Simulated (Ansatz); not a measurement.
OsO₃, SMILES [O]=[Os](=[O])=[O] (connectivity only; charge and spin as stated), neutral, multiplicity 3.

Geometry optimised at PBE0-D3(BJ)/def2-TZVP. The geometry has at least one imaginary mode, so it is a saddle point at that level. The multiplicity is an assumed one; other spin states were not compared. The def2 effective core potentials stand for the cores of Os; spin–orbit coupling is left out.

Two levels are set side by side: PBE/def2-SVPD (Ansatz, an electronic-structure program) and ωB97X-V/def2-SVPD (Ansatz). Energy differences of separate SCF runs at the same geometry; the states with an electron removed or added have multiplicity 2 and 2. Differences are taken from unrounded values.

| quantity | ωB97X-V |
|---|---|
| vertical ionisation energy (eV) | 10.50 |
| vertical electron affinity (eV) | 4.18 |

Task: What does PBE give, and how far is it from ωB97X-V? (Estimate from the structure and the level; the computed values follow.)

Result: 
```csv
quantity,PBE,PBE minus ωB97X-V
vertical ionisation energy (eV),9.88,-0.62
vertical electron affinity (eV),3.79,-0.39
```
